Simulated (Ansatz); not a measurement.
Stretch profile

CH3Cu (SMILES [CH3][Cu]), singlet, at its PBE0-D4/def2-TZVP minimum:

C1  (-0.151, -0.011, -0.064)
Cu2  (1.645, -0.051, 0.557)
H3  (-0.699, -0.835, 0.396)
H4  (-0.148, -0.119, -1.150)
H5  (-0.598, 0.943, 0.219)
(Å)

The bond length C1–H5 (1.091 Å at the minimum) is set to the values below, the two halves moving rigidly along the bond. Each method's energies count from its own value at the PBE0-D4 minimum structure. Computed with Ansatz 0.2.0 (basis: def2-TZVPP); correlated methods freeze the cores. Filled d shells of the heavier atoms are correlated. B3LYP uses VWN-RPA correlation.

CCSD(T) energies along the scan:
```csv
bond length (Å),CCSD(T) (eV)
0.960,0.368
0.998,0.171
1.054,0.024
1.119,0.013
1.191,0.139
1.268,0.377
1.351,0.705
1.437,1.083
1.528,1.497
```
They count from the CCSD(T) energy at the PBE0-D4 minimum.

Minimum and curvature along this coordinate at CCSD(T): A fifth-order fit through the nearest points gives 1.090 Å, with a curvature of about 33 eV/Å².

Question: Treat the two halves as rigid bodies and work out the harmonic wavenumber of this stretch from that curvature (ν̃ = 521.5 √(k/μ) cm⁻¹ with k in eV/Å² and μ in u).

Answer: The halves weigh 77.57 and 1.01 u, so μ = 77.57 × 1.01/78.58 = 0.997 u and ν̃ = 521.5 √(33/0.997) ≈ 3000 cm⁻¹. A true normal mode mixes in other motions, so this is a guide only.

Largest difference from the CCSD(T) curve over the scan: PBE-D4 0.097; r2SCAN-D4 0.004; B3LYP-D4 0.010; HF 0.164 eV. Each curve counts from its own value at the minimum.

T1 diagnostic: at most 0.034. The T1 diagnostic is large here, which may signal multireference character or strong orbital relaxation, so CCSD(T) is less sure. This choice of frozen cores biases the correlated bond energies of the heavy atoms.

For scale, one of the runs: CCSD(T)/def2-TZVPP, 137 basis functions (an equivalent command: `ansatz run in.yaml --threads 2`). Time: 44 s of wall clock on 2 CPU threads; the host was shared. Peak host memory: 0.87 GiB.
